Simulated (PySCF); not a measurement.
HfIH3, SMILES [I][HfH3], multiplicity 1.

Coordinates come from a B3LYP-D3(BJ)/def2-TZVP optimisation. The spin state was assumed, not searched. The def2 effective core potentials stand for the cores of Hf, I; spin–orbit coupling is left out.

All values below come from PySCF 2.14.0 with B3LYP-D3(BJ)/def2-TZVP.

Frequencies are harmonic and unscaled.

Modes within 1.5 cm⁻¹ of each other (mostly degenerate sets) share a row, with their intensities summed.

```tsv
mode	ν (cm⁻¹)	IR (km/mol)	moving atoms (share of kinetic energy)
1	190	8.6	I 59 %, Hf 39 %
2–3	320	66.2	H 98 %
4	577	187.0	H 97 %
5–6	639	132.5	H 100 %
7–8	1722	768.7	H 99 %
9	1766	297.4	H 100 %
```
